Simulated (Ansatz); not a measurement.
Frontier orbitals of C2H6CuN, SMILES `C[N](C)[Cu]`.

Total charge 0; spin multiplicity 1. Correlated methods include outer-core shells of Cu, which these sets cover unevenly. Scalar relativity is left out up to krypton. The structure was optimised at the PBE0-D4/def2-TZVP level. Basis def2-TZVPP, Ansatz.

Orbital energies of one run (eV). Highest occupied ones, from the top: -4.11, -5.27, -5.72, -5.72, -5.88, -6.22, -7.75, -8.38, -8.92, -10.41, -10.44, -10.97, -14.36, -16.82. Empty: -3.09, 0.14, 0.33, 0.94, 2.07, 2.11.

Question: Which functional gave them?
A. r2SCAN0
B. HSE06 (plane-wave form)
C. BLYP
D. LC-ωPBE

Answer: C. HOMO energies: BLYP -4.11, HSE06 -4.70, r2SCAN0 -5.18, LC-ωPBE -7.52 eV.

LC-ωPBE has ω = 0.4 bohr⁻¹.
